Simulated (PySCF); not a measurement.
SrBi⁻ at MN15

Level: MN15. basis Sr def2-SVPD with ECP28, Bi def2-SVPD with ECP60; scalar-relativistic core potentials; PySCF 2.14.

```json
{"state": "³Π (triplet), unpaired electrons σ ↑, π ↑", "bond length": "3.204 Å", "harmonic wavenumber": "115 cm⁻¹", "force constant": "0.484 mdyn/Å", "rotational constant Be": "0.02654 cm⁻¹", "anharmonicity ωexe": "0.372 cm⁻¹", "vibration–rotation constant αe": "0.000103 cm⁻¹", "bond order (Mayer)": "1.57", "dipole moment (positive dipole points towards Bi; it is taken about the centre of mass and depends on that origin)": "1.86 D"}
```

These are scalar-relativistic numbers at best; spin–orbit coupling would shift them, the dissociation energy most. The state was picked by a PBE0 search and need not be the measured ground state.
